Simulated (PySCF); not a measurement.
Electrostatic solvation of a mixed set.

All values: PBE0/def2-SVPD (PySCF, non-relativistic), each on one gas-phase PBE0-D3(BJ)/def2-SVP geometry that isn't relaxed in the solvent. The solvent is an IEF-PCM continuum (Bondi radii, 1.10 Å for H, scaled by 1.2). Only the electrostatic response of the medium enters.

Question: Order them by E(solvent) − E(gas) in acetonitrile (ε = 35.69), most negative first (kcal/mol).
A. `[BH3-:1][NH2+:2][CH2:3][CH2:4][CH3:5]` with B1–N2–C3–C4 178°, N2–C3–C4–C5 63°
B. `[CH3:1][BH2-:2][NH2+:3][CH2:4][CH3:5]` with C1–B2–N3–C4 180°, B2–N3–C4–C5 180°
C. `[CH3:1][CH:2]([CH3:3])[BH2-:4][NH3+:5]` with C1–C2–B4–N5 59°

Answer: C (-11.7), A (-11.5), B (-10.2).

```
           SMILES  charge  ΔE (kcal/mol)  polarisation term (kcal/mol)  HOMO shift (eV)  dipole gas (D)  dipole solvent (D)  atoms  lowest singlet, gas (eV)  lowest singlet, solvent (eV)
CC(C)[BH2-][NH3+]       0          -11.7                         -14.3            -0.13            5.10                6.67     17                      5.82                          6.73
  [BH3-][NH2+]CCC       0          -11.5                         -13.7            -0.53            5.86                7.07     17                      6.53                          7.55
  C[BH2-][NH2+]CC       0          -10.2                         -12.4            -0.41            5.32                6.65     17                      6.22                          7.12
```

The polarisation term is half the interaction of the solute with the induced surface charges. Singlets are vertical TDDFT energies (frozen core, non-equilibrium response), the lowest in each medium.
